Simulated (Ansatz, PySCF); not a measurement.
Molecule: CHS, charge -1, multiplicity 1. It need not be the lowest isomer of its formula. Whether it binds its extra electron was not tested at this geometry. 
Geometry from a B3LYP-D3(BJ)/def2-TZVP (Ansatz, an electronic-structure program) optimisation:
SMILES: [CH-]=S
```xyz
3

C     -1.0773     0.3107    -0.2890
S      0.5118    -0.0910     0.0907
H     -1.7245    -0.4085     0.2825
```
Charge -1, spin multiplicity 1.

Total electronic energies in hartree. Correlated levels leave the core frozen unless marked. Spin-orbit coupling is left out. Non-relativistic. Basis-set limits of correlation are two-point, X^-3; Hartree-Fock from the larger set.

The Hartree-Fock reference is unstable (checked in the largest basis), which strains HF and MP2. The T1 diagnostic of CCSD in the largest basis is 0.025, which is high, so the coupled-cluster rows are less sure than usual.

```tsv
level	program	energy (Eh)
HF/def2-TZVPD	PySCF	-435.92479
HF/aug-cc-pV(Q+d)Z	Ansatz	-435.93743
M06-L/def2-TZVPD	PySCF	-436.84642
PBE0-D4/def2-TZVPD	Ansatz + dftd4	-436.67270
MP2/CBS(aug-cc-pV(T+d)Z,aug-cc-pV(Q+d)Z)	Ansatz	-436.3179
RI-MP2/def2-TZVPPD	Ansatz	-436.26048
SCS-MP2/def2-SVPD	Ansatz	-436.01847
SCS-MP2/def2-TZVPPD	Ansatz	-436.25857
CCSD/aug-cc-pV(D+d)Z	Ansatz	-436.22122
CCSD/cc-pV(D+d)Z	Ansatz	-436.17635
CCSD/def2-SVPD	Ansatz	-436.04799
CCSD/def2-TZVPPD	Ansatz	-436.28482
CCSD/CBS(aug-cc-pV(T+d)Z,aug-cc-pV(Q+d)Z)	Ansatz	-436.3333
CCSD/CBS(def2-TZVPPD,def2-QZVPPD)	Ansatz	-436.3334
CCSD(T)/CBS(aug-cc-pV(T+d)Z,aug-cc-pV(Q+d)Z)	Ansatz	-436.3579
```

Totals of different functionals don't rank their quality; only differences between species are comparable.
